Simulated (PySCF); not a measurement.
PySCF input for Ge(H)3(tBu) (C4H12Ge), SMILES [GeH3][C](C)(C)C, C-PCM-ωB97X/def2-SVP. Coordinates come from a PBE0-D3(BJ)/def2-SVP optimisation. The isomer is the one that the SMILES or the coordinates give; other isomers of the formula were not compared.

```python
import numpy as np
from pyscf import gto, scf, dft
from pyscf.solvent import pcm

mol = gto.M(
    atom='''
    Ge    0.00000000   -0.00000000    1.15222510
    C     0.00000000    0.00000000   -0.82983797
    C     1.25321853    0.72354605   -1.32189915
    C    -1.25321853    0.72354606   -1.32189914
    C    -0.00000000   -1.44709211   -1.32189915
    H     0.00000000    1.44888435    1.68428127
    H    -1.25477065   -0.72444218    1.68428126
    H     1.25477066   -0.72444219    1.68428126
    H     1.27821207    0.73797609   -2.42640277
    H     1.28513880    1.76998281   -0.97860437
    H     2.17541948    0.22797145   -0.97860438
    H    -1.28513881    1.76998281   -0.97860437
    H    -2.17541949    0.22797145   -0.97860436
    H    -1.27821207    0.73797608   -2.42640276
    H    -0.89028067   -1.99795426   -0.97860437
    H     0.89028067   -1.99795426   -0.97860438
    H    -0.00000001   -1.47595217   -2.42640277
    ''',
    basis='def2-SVP',
    charge=0,
    spin=0,
    max_memory=1600,
    verbose=3,
)
mf = dft.RKS(mol, xc='wb97x').density_fit(auxbasis='def2-universal-jkfit')
mf.grids.level = 3
mf.conv_tol = 1e-9
mf.max_cycle = 100
mf.kernel()
res = {}
for name, eps in {'water': 78.355, 'N,N-dimethylformamide': 37.219, 'methanol': 32.613}.items():
    s = mf.PCM()
    s.with_solvent.method, s.with_solvent.eps, s.with_solvent.lebedev_order = 'C-PCM', eps, 17
    s.kernel(mf.make_rdm1())
    res[name] = (s.e_tot, eps, s.dip_moment(), s.mo_energy, s.converged)
    print(f'{name}: electrostatic solvation free energy {(s.e_tot - mf.e_tot) * 627.509474:.3f} kcal/mol')
```

It prints:

```
converged SCF energy = -2236.27603616785

WARN: PCM is an experimental feature. It is still in testing.
Features and APIs may be changed in the future.

converged SCF energy = -2236.27704628911
Dipole moment(X, Y, Z, Debye): -0.00000,  0.00188, -0.96719
water: electrostatic solvation free energy -0.634 kcal/mol

WARN: PCM is an experimental feature. It is still in testing.
Features and APIs may be changed in the future.

converged SCF energy = -2236.27703076911
Dipole moment(X, Y, Z, Debye): -0.00000,  0.00185, -0.96333
N,N-dimethylformamide: electrostatic solvation free energy -0.624 kcal/mol

WARN: PCM is an experimental feature. It is still in testing.
Features and APIs may be changed in the future.

converged SCF energy = -2236.27702660042
Dipole moment(X, Y, Z, Debye): -0.00000,  0.00184, -0.96229
methanol: electrostatic solvation free energy -0.622 kcal/mol
```

The calculation finished and met its thresholds.

Cost: around 80 core-seconds (rough).
